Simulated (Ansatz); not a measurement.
Relaxation of the cluster Cu₃Ag₄⁺ with RKS r2SCAN-D4/def2-SVP.

```sh
$ ansatz run in.yaml --threads 4 --pin off --events-out ev --progress --plain --max-ram 4787MiB
```

```yaml
crystal:
  periodic: [false, false, false]
  atoms:
    - {symbol: Ag, position_ang: [-0.336040, -2.666230, -0.039120]}
    - {symbol: Ag, position_ang: [-2.287340, 1.615520, -0.074680]}
    - {symbol: Ag, position_ang: [2.205540, -1.544270, -0.094360]}
    - {symbol: Ag, position_ang: [2.390190, 1.218550, 0.104310]}
    - {symbol: Cu, position_ang: [0.124010, 2.334400, 0.181500]}
    - {symbol: Cu, position_ang: [-2.159180, -0.913780, -0.065070]}
    - {symbol: Cu, position_ang: [0.062820, -0.044190, -0.012580]}
basis:
  gaussian: {orbitals: def2-SVP}
total_charge: 1
hamiltonian: {xc: r2scan, dispersion: d4}
scf: {lower_state_search: "off"}
output: {orbitals: {seedname: orbitals}}
relax: {f_tol: 0.02, max_steps: 100}
```

Hardware: 4 threads of Arm Neoverse V1 on a shared host. Wall time 1.8 min.

Positions (Å) and forces (eV/Å) at steps 1, 2, 3, 4, 5, 7, 8 of 8:

```xyz
7
step=1 energy=-149903.3364 eV
Ag   -0.336   -2.666   -0.039    0.104    0.390   -0.011
Ag   -2.287    1.616   -0.075    0.483   -0.353    0.018
Ag    2.206   -1.544   -0.094   -0.457    0.313    0.033
Ag    2.390    1.219    0.104   -0.319   -0.224   -0.025
Cu    0.124    2.334    0.181   -0.017   -0.380   -0.037
Cu   -2.159   -0.914   -0.065    0.356    0.151    0.013
Cu    0.063   -0.044   -0.013   -0.151    0.103    0.009
7
step=2 energy=-149903.4463 eV
Ag   -0.301   -2.605   -0.042   -0.149   -0.077   -0.002
Ag   -2.177    1.536   -0.080    0.065   -0.046   -0.017
Ag    2.100   -1.472   -0.089    0.138   -0.089   -0.013
Ag    2.347    1.167    0.096    0.021    0.159    0.004
Cu    0.152    2.331    0.188    0.065   -0.037    0.014
Cu   -2.146   -0.939   -0.062    0.055   -0.050    0.010
Cu    0.024   -0.017   -0.010   -0.196    0.141    0.003
7
step=3 energy=-149903.4652 eV
Ag   -0.325   -2.619   -0.048    0.034    0.019   -0.015
Ag   -2.124    1.521   -0.273    0.116   -0.067    0.007
Ag    2.099   -1.467   -0.129   -0.062    0.044    0.026
Ag    2.345    1.201    0.038   -0.019   -0.027   -0.024
Cu    0.169    2.330    0.356   -0.142   -0.060    0.019
Cu   -2.158   -0.967    0.043   -0.009    0.149    0.031
Cu   -0.007    0.001    0.012    0.083   -0.056   -0.044
7
step=4 energy=-149903.4999 eV
Ag   -0.351   -2.605   -0.114    0.054    0.053   -0.042
Ag   -2.054    1.497   -0.459    0.112   -0.052    0.047
Ag    2.104   -1.464   -0.099   -0.066    0.045    0.046
Ag    2.314    1.233   -0.043   -0.071   -0.048   -0.035
Cu    0.133    2.281    0.528   -0.138   -0.111   -0.024
Cu   -2.153   -0.931    0.206    0.021    0.165    0.023
Cu    0.007   -0.012   -0.021    0.088   -0.053   -0.016
7
step=5 energy=-149903.5391 eV
Ag   -0.362   -2.567   -0.288    0.013    0.053   -0.028
Ag   -2.034    1.479   -0.487    0.055   -0.026    0.026
Ag    2.099   -1.465    0.101   -0.048    0.027    0.031
Ag    2.280    1.236   -0.167   -0.054   -0.017   -0.019
Cu    0.111    2.233    0.587   -0.044   -0.085   -0.026
Cu   -2.119   -0.895    0.330    0.059    0.066    0.006
Cu    0.026   -0.022   -0.076    0.019   -0.016    0.010
7
step=7 energy=-149903.5534 eV
Ag   -0.350   -2.525   -0.456    0.000    0.004    0.007
Ag   -2.053    1.470   -0.434   -0.007    0.002   -0.003
Ag    2.036   -1.444    0.331   -0.020    0.010   -0.006
Ag    2.270    1.213   -0.269    0.006   -0.003    0.003
Cu    0.123    2.194    0.582    0.009   -0.003    0.001
Cu   -2.056   -0.894    0.406    0.017   -0.009   -0.004
Cu    0.029   -0.015   -0.160   -0.003    0.000    0.002
7
step=8 energy=-149903.5536 eV
Ag   -0.349   -2.527   -0.461   -0.002   -0.008   -0.005
Ag   -2.061    1.470   -0.425    0.000    0.000    0.001
Ag    2.023   -1.440    0.338    0.010   -0.006    0.006
Ag    2.277    1.210   -0.263    0.002    0.004   -0.002
Cu    0.126    2.194    0.574   -0.003    0.003    0.002
Cu   -2.045   -0.897    0.410   -0.011    0.001    0.005
Cu    0.027   -0.010   -0.173    0.004    0.006   -0.007
```

In the def2 sets Ag takes a core potential; there is no spin–orbit coupling. The restricted singlet is unstable towards broken spin symmetry in Hartree–Fock (as tested in another run); at r2SCAN-D4/def2-SVP this wasn't settled. The relaxation made no stability test and no search for a lower SCF solution. No other spin state of charge 1 was run. Another isomer (singlet) lies 0.17 eV lower at PBE0-D4/def2-TZVP; other spin states weren't run for this one.
